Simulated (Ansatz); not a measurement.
Correlation energies of `CC(C)=CC(C)(C)C` by basis set

Z-matrix (Å, degrees):
```
C
C 1 1.497
H 1 1.086 2 113.9
H 1 1.095 2 110.1 3 -121.5
H 1 1.096 2 110.1 3 121.5
C 2 1.334 1 126.3 3 -0.9
C 2 1.499 1 113.5 3 179.2
C 6 1.517 2 130.5 1 -0.0
H 6 1.089 2 115.5 1 180.0
H 7 1.096 2 110.9 1 -59.2
H 7 1.096 2 110.9 1 58.9
H 7 1.091 2 111.9 1 179.8
C 8 1.531 6 111.5 2 62.3
C 8 1.531 6 111.5 2 -61.5
C 8 1.530 6 107.7 2 -179.6
H 13 1.094 8 110.3 6 176.3
H 13 1.090 8 112.3 6 -63.4
H 13 1.093 8 110.6 6 56.9
H 14 1.094 8 110.2 6 -176.0
H 14 1.090 8 112.4 6 63.7
H 14 1.093 8 110.6 6 -56.6
H 15 1.094 8 111.0 6 60.1
H 15 1.094 8 111.0 6 -60.0
H 15 1.093 8 110.8 6 -180.0
```

Total charge 0; spin multiplicity 1. The structure was optimised at the PBE0-D4/def2-TZVP level. Frozen core, restricted reference, the Gaussian-basis code of Ansatz. CBS rows extrapolate triple and quadruple zeta; past MP2 they add the triple-zeta difference.

```tsv
basis	HF (Eh)	MP2 corr.	CCSD corr.	(T)	CCSD(T) total
def2-SVP	-312.02070	-1.14596	-1.24557	?	?
def2-TZVPP	-312.35759	-1.39329	?	?	?
def2-QZVPP	-312.37203	-1.47856	–	–	–
CBS(def2)	-312.37402	-1.54172	?	as TZ	?
```

Task: Fill in the withheld values. (Estimate.)

Result: The calculation gave: def2-SVP (T): -0.04117; def2-SVP CCSD(T) total: -313.30744; def2-TZVPP CCSD corr.: -1.47267; def2-TZVPP (T): -0.06217; def2-TZVPP CCSD(T) total: -313.89243; CBS(def2) CCSD corr.: -1.62110; CBS(def2) CCSD(T) total: -314.05729.
